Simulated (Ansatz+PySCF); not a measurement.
Values are calculated unless marked as measured or tabulated.
## Ansatz (development build ahead of 0.2.0) run

```yaml
crystal:
  periodic: [false, false, false]
  atoms:
    - { symbol: H, position_ang: [0.0, 0.0, -0.38044] }
    - { symbol: H, position_ang: [0.0, 0.0, 0.38044] }
    - { symbol: H, position_ang: [29.93917, -0.3691, -0.0693] }
    - { symbol: H, position_ang: [30.06083, 0.3691, 0.0693] }
basis:
  gaussian: { orbitals: cc-pVDZ }
hamiltonian:
  xc: hf
correlation:
  method: ccsd_t
  frozen_orbitals: { H: 0 }
```

The input is written out in the form of the current development build from the run's settings.

Results

```json
{
 "Converged": "yes",
 "Reference energy": "-2.25726 hartree",
 "CCSD correlation energy": "-0.07009 hartree",
 "Triples correction": "0.00000 hartree",
 "Total energy": "-2.32735 hartree",
 "Spin squared of the determinant": "0.000",
 "Stability test": "minimum among restricted orbitals",
 "Largest doubles amplitude": "0.06"
}
```
